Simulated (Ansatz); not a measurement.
`[CH3][SnH]([CH3])[Cl]` + `BO[SiH3]` → `[CH3][SnH]([Cl])[O][SiH3]` + `BC` at 298.15 K and 1 bar (redistribution).

Computed with Ansatz on PBE0-D4/def2-TZVP structures; ΔE is electronic, products minus reactants. CBS: MP2 limit from def2 TZ/QZ plus the TZ coupled-cluster correction, frozen cores. This one scheme is used for every species. Elements past krypton have def2 core potentials. For Sn outer-core shells are correlated without core-valence functions, which leaves a few kJ/mol of doubt a bond. Each species was taken in one conformer, which may not be the lowest.

```tsv
species	CCSD(T)/CBS energy (Eh)	H − E (kJ/mol)	S (J/(mol·K))
`[CH3][SnH]([CH3])[Cl]`	-754.17727	233.7	377.2
`BO[SiH3]`	-392.11480	149.0	292.2
`[CH3][SnH]([Cl])[O][SiH3]`	-1080.43028	221.1	436.3
`BC`	-65.83255	158.6	247.5
```

H − E and S are ideal-gas, rigid-rotor, harmonic terms from PBE0-D4/def2-TZVP, for one conformer and one mirror image of each species. 1 Eh = 2625.50 kJ/mol, R = 8.31446 J/(mol·K).

**Question.** By hand: ΔE, ΔH, ΔS and ΔG.

**Answer.** ΔE = (-1080.43028) + (-65.83255) − (-754.17727) − (-392.11480) = 0.02924 Eh = 76.8 kJ/mol. Δ(H − E) = 221.1 + 158.6 − 233.7 − 149.0 = -3.0, so ΔH = 73.8 kJ/mol. ΔS = 436.3 + 247.5 − 377.2 − 292.2 = 14.4 J/(mol·K). ΔG = 73.8 − 298.15 × (14.4)/1000 = 69.5 kJ/mol.

**Question.** By hand: the equilibrium constant, and the temperature at which ΔG would vanish if ΔH and ΔS stayed fixed.

**Answer.** log₁₀ K = −ΔG/(RT ln 10) = -12.2. ΔG = 0 at ΔH/ΔS = 5125 K, far beyond where these terms or the molecules hold.

The number of gas molecules stays the same, so ΔS is small and ΔH decides. A doubt of 5 kJ/mol in ΔE shifts log₁₀ K by 0.9 here. Other conformers and mirror images would add mixing entropy, several J/(mol·K) or more a flexible species. Modes under 60 cm⁻¹, often nearly free rotors, make the harmonic entropy too high. These are equilibria of isolated gas molecules and say nothing of rates. Largest T1 diagnostic: 0.013 (customary marks: 0.02 for closed shells, 0.045 for open ones).
